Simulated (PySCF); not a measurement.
A calculated (B2PLYP, PySCF 2.14, x2c-TZVPPall, the spin-free X2C one-electron Hamiltonian (Gaussian nucleus)) atom or ion has these occupied shells.

| shell | electrons | orbital energy (eV) | rms radius, mean of both spins (bohr) |
| --- | --- | --- | --- |
| 1s β | 1 | -4022.8 | 0.0888 |
| 1s α | 1 | -4022.8 | 0.0888 |
| 2s β | 1 | -440.97 | 0.394 |
| 2s α | 1 | -440.91 | 0.394 |
| 2p β | 3 | -355.70 | 0.363 |
| 2p α | 3 | -355.69 | 0.363 |
| 3s β | 1 | -56.214 | 1.24 |
| 3s α | 1 | -56.075 | 1.24 |
| 3p β | 3 | -33.936 | 1.38 |
| 3p α | 3 | -33.892 | 1.38 |
| 4s β | 1 | -5.538 | 4.13 |
| 4p α | 1 | -2.647 | 5.76 |

(1) Name the element and its charge.

## Answers

(1) Ca (calcium, neutral), in [Ar] 4s1 4p1, 4s spin antiparallel (an excited configuration).
